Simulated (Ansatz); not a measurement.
Basis-set extrapolation for ClFH2OSi2 (PBE0-D4/def2-TZVP geometry, frozen core, the Gaussian-basis code of Ansatz). Multiplicity 1, RHF reference.

|  | def2-TZVPP | def2-QZVPP |
| --- | --- | --- |
| HF | -1213.141819 | -1213.182016 |
| MP2 correlation | -0.883563 | -0.964391 |
| CCSD(T) correlation | -0.955494 | not run |

Energies in hartree. Use E(X) = E(∞) + A·exp(−7.88·√X) for Hartree–Fock and E(X) = E(∞) + B·X^(−2.97) for correlation, with X = 3 and 4, and add CCSD(T) minus MP2 of the smaller set to the MP2 limit.

What is the CCSD(T) energy at the basis-set limit?

HF limit: -1213.182016 + (-0.040197) × 0.13774 = -1213.18755. MP2 limit: -0.964391 + (-0.080828) × 0.74074 = -1.02426. Higher-order term: -0.955494 − (-0.883563) = -0.07193. Total: -1214.28374 hartree, 489.5 kJ/mol below CCSD(T)/def2-TZVPP.
